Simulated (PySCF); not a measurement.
PBE0 on K⁻ (potassium, charge -1), [Ar] 4s2, closed-shell 1S. Calculation: PySCF 2.14, in aug-cc-pwCVTZ-X2C with one added diffuse shell each of s, p, d, f type (10s9p7d4f, 100 functions); the spin-free X2C one-electron Hamiltonian (Gaussian nucleus).

```
cycle= 1 E= -602.0820066294  delta_E= -0.00433  |g|= 0.0161  |ddm|= 0.619
cycle= 2 E= -602.082165025762  delta_E= -0.000158  |g|= 0.0108  |ddm|= 0.228
cycle= 3 E= -602.082218016897  delta_E= -5.3e-05  |g|= 0.000756  |ddm|= 0.0303
cycle= 4 E= -602.082218442561  delta_E= -4.26e-07  |g|= 7.76e-05  |ddm|= 0.0152
cycle= 5 E= -602.082218487647  delta_E= -4.51e-08  |g|= 1.33e-05  |ddm|= 0.00908
cycle= 6 E= -602.082218488475  delta_E= -8.28e-10  |g|= 2.67e-06  |ddm|= 0.000734
converged SCF energy = -602.082218488475  <S^2> = -3.5527137e-14  2S+1 = 1
```

Highest occupied orbital energy: 0.367 eV; ⟨L²⟩ = 0.00; populations by l: s 8.00, p 12.00, d 0.00, f 0.00.

(1) Can this result be used?

## Answers

(1) With care. The calculation finished and met its thresholds. At PBE0 the highest occupied level has a positive energy, so only the finite basis holds that electron; in a semilocal or global hybrid functional this comes from self-interaction and does not mean that the real anion is unbound.
